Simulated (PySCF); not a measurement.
## Bonding in `CC(C)(C)S(C)(=O)=O`

Compound: C₅H₁₂O₂S.
Atom-mapped SMILES: `[CH3:1][C:2]([CH3:3])([CH3:4])[S:5]([CH3:6])(=[O:7])=[O:8]` (hydrogens: H9, H10, H11 on C1; H12, H13, H14 on C3; H15, H16, H17 on C4; H18, H19, H20 on C6)

Cartesian coordinates in Å at the GFN2-xTB level; atoms count from 1:
```
atom  x, y, z in Å
C1    -1.7191   -0.7486    0.6721
C2    -0.6097   -0.0272   -0.0733
C3    -0.7331    1.4781    0.0380
C4    -0.4586   -0.5282   -1.4945
S5     0.9130   -0.5267    0.8534
C6     2.3479    0.2777    0.0586
O7     0.8241   -0.0051    2.1921
O8     1.0911   -1.9477    0.7086
H9    -1.5366   -1.8205    0.6486
H10   -1.7287   -0.4272    1.7109
H11   -2.6905   -0.5421    0.2260
H12    0.0032    1.9821   -0.5842
H13   -1.7237    1.8034   -0.2754
H14   -0.5813    1.7738    1.0737
H15   -0.1249   -1.5633   -1.4752
H16    0.2664    0.0652   -2.0473
H17   -1.4111   -0.4779   -2.0195
H18    3.2148   -0.0361    0.6261
H19    2.2284    1.3504    0.1204
H20    2.4232   -0.0695   -0.9623
```

Bond orders from the PBE0/pcSseg-1 density (PySCF). Isolated species at its GFN2-xTB geometry, gas phase.

Q: Where do the orders between heavy atoms depart from those drawn in the SMILES?

A: The largest departure is 0.304, at S5–O7 (drawn double, 1.696) and S5–O8 (drawn double, 1.696). Drawn single, order below 0.88: C2–S5 (0.783). Drawn double or triple, more than 0.30 short of the drawn order: S5–O7 (1.696) and S5–O8 (1.696).

Q: Set the Mayer orders of the bonds beside their lengths.

A: 
| bond | drawn as | length (Å) | Mayer order |
| --- | --- | --- | --- |
| C1–C2 | single | 1.519 | 0.997 |
| C2–C3 | single | 1.515 | 0.984 |
| C2–C4 | single | 1.514 | 0.984 |
| C2–S5 | single | 1.851 | 0.783 |
| S5–C6 | single | 1.827 | 0.884 |
| S5–O7 | double | 1.439 | 1.696 |
| S5–O8 | double | 1.440 | 1.696 |
| C1–H9 | single | 1.088 | 0.950 |
| C1–H10 | single | 1.087 | 0.950 |
| C1–H11 | single | 1.089 | 0.956 |
| C3–H12 | single | 1.088 | 0.956 |
| C3–H13 | single | 1.089 | 0.959 |
| C3–H14 | single | 1.088 | 0.947 |
| C4–H15 | single | 1.088 | 0.947 |
| C4–H16 | single | 1.088 | 0.956 |
| C4–H17 | single | 1.089 | 0.959 |
| C6–H18 | single | 1.083 | 0.942 |
| C6–H19 | single | 1.081 | 0.937 |
| C6–H20 | single | 1.081 | 0.937 |

By pair of heavy elements: C–C: all 3 within 0.02 of one another (0.984 to 0.997). C–S: lowest C2–S5 (0.783, 1.851 Å), highest S5–C6 (0.884, 1.827 Å). O–S: all 2 within 0.02 of one another (1.696 to 1.696).

Q: Sum the orders of all bonds at each heavy atom with more than one neighbour and set the sums beside the valence in the SMILES.

A: C1 3.853 (drawn 4), C2 3.748 (drawn 4), C3 3.846 (drawn 4), C4 3.846 (drawn 4), S5 5.059 (drawn 6), C6 3.700 (drawn 4). Orders between atoms that aren't bonded are not in these sums.

The Mayer order sums products of elements of PS (density times overlap matrix) between the two atoms' basis functions, so it depends on the basis set.
